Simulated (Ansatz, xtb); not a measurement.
## Two isomers of C2H7BFO+

We compare X, `C[OH+]B(C)F`, a singlet, with Y, `CCB([OH2+])F`, a singlet. Both are isolated ions in the gas phase, relaxed with PBE0-D3(BJ)/pcseg-1; the shapes shown needn't be the lowest conformers.

X (Å):

```xyz
12

C    -0.2759   -1.0004    1.8878
C    -0.3015    0.3682   -1.0102
B     0.9672    0.0758   -0.2142
F     2.2128    0.2978   -0.5087
O     0.9054   -0.5560    1.1104
H    -0.2835   -0.4236    2.8133
H    -1.1412   -0.7770    1.2659
H    -0.1632   -2.0725    2.0521
H     1.7680   -0.7052    1.5501
H    -0.8643   -0.5478   -1.2391
H    -0.9817    1.0434   -0.4725
H    -0.0399    0.8448   -1.9610
```

Y (Å):

```xyz
12

C    -0.5161    0.4702    0.2791
C    -1.5665   -0.0454   -0.7008
B    -1.2894   -1.3764   -1.3920
F    -1.9560   -2.0706   -2.2545
O    -0.0185   -2.0813   -1.0623
H     0.4508    0.6604   -0.2069
H    -0.8278    1.4276    0.7079
H    -0.3726   -0.2072    1.1323
H    -1.7619    0.6835   -1.5059
H    -2.5535   -0.1504   -0.2184
H     0.2470   -2.9396   -1.4540
H     0.6213   -1.7055   -0.4229
```

Estimate E(Y) − E(X) at the level CCSD(T)/def2-SVP + ΔMP2/def2-TZVPP.

Too close to call at this level: CCSD(T)/def2-SVP + ΔMP2/def2-TZVPP gives E(Y) − E(X) = −0.053 eV.

Level by level:

| level | geometry | E(Y) − E(X) (eV) | departure from the last row (eV) | job, with rough time for the two |
| --- | --- | --- | --- | --- |
| GFN2-xTB | GFN2-xTB | +0.084 | +0.137 | optimisation, 0.24 s |
| HF/STO-3G | GFN2-xTB | +0.252 | +0.305 | single point, 0.28 s |
| r2SCAN-D4/def2-SVP | GFN2-xTB | −0.097 | −0.044 | single point, 3.4 s |
| PBE0-D3(BJ)/pcseg-1 | PBE0-D3(BJ)/pcseg-1 | −0.030 | +0.023 | optimisation, 2.6 min |
| HF/def2-SVP | PBE0-D3(BJ)/pcseg-1 | +0.097 | +0.150 | part of the CCSD(T) run |
| MP2/def2-SVP | PBE0-D3(BJ)/pcseg-1 | −0.110 | −0.057 | part of the CCSD(T) run |
| CCSD(T)/def2-SVP | PBE0-D3(BJ)/pcseg-1 | −0.044 | +0.009 | single point |
| CCSD(T)/def2-SVP + ΔMP2/def2-TZVPP | PBE0-D3(BJ)/pcseg-1 | −0.053 |  | single point, 31 s |

As drawn, Y has 1 C–C, 1 O–H in place of 1 C–O, 1 C–H.

GFN2-xTB, HF/STO-3G, HF/def2-SVP put the two in the other order. The largest departure from CCSD(T)/def2-SVP + ΔMP2/def2-TZVPP is that of HF/STO-3G, 0.305 eV. The last row adds to CCSD(T) the change of the MP2 difference between the two basis sets, here −0.009 eV.

With harmonic frequencies from PBE0-D3(BJ)/pcseg-1 (ideal gas, rigid rotor, one conformer each, 298.15 K, 1 atm): on the last row, ΔE + ΔZPE = −0.068 eV. A mode under 50 cm⁻¹ makes harmonic enthalpies and free energies unreliable, so none is given.

The correlated steps freeze 5 core orbitals. Run with Ansatz 0.2.0, xtb 6.7.1; the last row on 2 threads of Arm Neoverse V1 on a shared host.
